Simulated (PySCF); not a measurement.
I3Sn, doublet, at a GFN2-xTB geometry (such geometries of metal compounds can be far from the true shape) (the spin is typed, not shown lowest) (core potentials on I, Sn). Base run: M062X/def2-SV(P) run with PySCF.

Input for PySCF:
```python
from pyscf import gto, scf, dft

mol = gto.Mole()
mol.atom = '''
    Sn    0.196530    0.571490    0.381762
    I     2.431866   -0.564879   -0.827202
    I    -0.997166   -1.308867    2.051792
    I    -1.620106    1.334605   -1.584742
'''
mol.basis = 'def2-sv(p)'
mol.ecp = {'I': 'def2-sv(p)', 'Sn': 'def2-sv(p)'}
mol.charge = 0
mol.spin = 1
mol.verbose = 5
mol.build()

mf = dft.UKS(mol)
mf.xc = 'm062x'
mf.kernel()
```

The base run was repeated with changes; each row names its change, and settings that it needs were set with it.

```
change                                         ΔE vs base (mEh)  fitting functions  dipole (D)        outcome
---------------------------------------------  ----------------  -----------------  ----------  -------------
base                                                      0.000                  -        1.75      converged
only_dfj = on; auxbasis = def2-universal-jfit            -0.222                232        1.74      converged
auxbasis = def2-universal-jfit                           7261.3                232        1.71      converged
auxbasis = cc-pvtz-jkfit                                      -                  -           -  input refused
auxbasis = def2-universal-jkfit                           0.036                872        1.75      converged
auxbasis = even-tempered beta=2.0                        -0.102                904        1.75      converged
auxbasis = def2-tzvp-ri                                       -                  -           -  input refused
auxbasis = cc-pvdz-jkfit                                      -                  -           -  input refused
auxbasis = cc-pvqz-jkfit                                      -                  -           -  input refused
auxbasis = even-tempered beta=3.0                        -200.1                583        1.67      converged
```

A fitting set is made for a task (jfit for Coulomb, jkfit for Coulomb and exchange, ri for correlation) and for a family of orbital bases.

Open shells are given as the SCF converged; they aren't shown to be the lowest states, and a large step between rows can be another state.

- auxbasis = cc-pvtz-jkfit: ended with `pyscf.lib.exceptions.BasisNotFoundError: Basis set not found for I in cc-pvtz-jkfit`
- auxbasis = def2-tzvp-ri: ended with `pyscf.lib.exceptions.BasisNotFoundError: Basis set not found for I in def2-tzvp-ri`
- auxbasis = cc-pvdz-jkfit: ended with `pyscf.lib.exceptions.BasisNotFoundError: Basis set not found for I in cc-pvdz-jkfit`
